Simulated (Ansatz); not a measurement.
`F[SiH](F)S[SiH2]Cl` + `F[Si](F)([SiH3])Cl` → `F[SiH](F)[SiH3]` + `F[Si](F)(Cl)S[SiH2]Cl`  (redistribution)

Isolated molecules relaxed with PBE0-D4/def2-TZVP in Ansatz; ΔE leaves out vibrations. CBS: MP2 limit from def2 TZ/QZ plus the TZ coupled-cluster correction, frozen cores. Functionals use def2-TZVPP. B3LYP here is the variant with VWN-RPA as its local correlation; programs differ in this. One conformer a species, not always the lowest.

`F[SiH](F)S[SiH2]Cl`:

```xyz
9

F    -0.712   -1.646    0.915
Si   -1.417   -0.781   -0.209
F    -0.990   -1.434   -1.588
S    -0.807    1.231   -0.099
Si    1.302    0.921    0.091
Cl    1.868    0.807    2.051
H    -2.878   -0.869   -0.069
H     1.943    2.108   -0.509
H     1.692   -0.336   -0.582
```

`F[Si](F)([SiH3])Cl`:

Z-matrix (Å, degrees):
```
Si
F 1 1.585
Si 1 2.330 2 111.5
F 1 1.585 2 106.4 3 121.7
Cl 1 2.034 2 107.7 3 -123.1
H 3 1.484 1 108.3 2 179.6
H 3 1.484 1 108.3 2 -60.9
H 3 1.484 1 109.5 2 59.3
```

`F[SiH](F)[SiH3]`:

Z-matrix (Å, degrees):
```
Si
F 1 1.593
Si 1 2.342 2 109.5
F 1 1.593 2 107.0 3 118.6
H 1 1.482 2 107.3 3 -126.5
H 3 1.486 1 109.0 2 178.9
H 3 1.485 1 110.0 2 58.5
H 3 1.486 1 109.1 2 -61.9
```

`F[Si](F)(Cl)S[SiH2]Cl`:

Cartesian coordinates in Å:
```
F -1.661 1.044 2.301
Si -1.066 0.815 0.860
F 0.170 1.782 0.687
Cl -2.468 1.347 -0.485
S -0.476 -1.194 0.724
Si 1.148 -1.013 -0.660
Cl 0.545 -0.227 -2.447
H 2.212 -0.148 -0.118
H 1.596 -2.406 -0.862
```

```tsv
level	ΔE (kJ/mol)	difference from CCSD(T)/CBS
PBE-D4	14.3	-0.5
r2SCAN-D4	15.1	0.3
PBE0-D4	13.8	-1.0
B3LYP-D4	13.4	-1.4
ωB97X-V	14.3	-0.5
r2SCAN	15.8	1.0
B3LYP	17.7	2.9
HF/def2-TZVPP	17.4	2.6
SCS-MP2/def2-TZVPP	14.6	-0.2
CCSD/def2-TZVPP	15.1	0.3
CCSD(T)/def2-TZVPP	14.8	0.0
HF/def2-QZVPP	17.6	2.8
MP2/def2-QZVPP	14.4	-0.4
HF/CBS(def2)	17.6	2.8
MP2/CBS(def2)	14.4	-0.4
CCSD/CBS(def2)	15.2	0.4
CCSD(T)/CBS	14.8	0
```

Largest T1 diagnostic among the species: 0.013.

The D4 term adds −4.3 kJ/mol with B3LYP and −2.4 kJ/mol with PBE0; it sums over pairs of atoms, weighted by their polarisabilities, and B3LYP, whose exchange is more repulsive, gets the larger term.
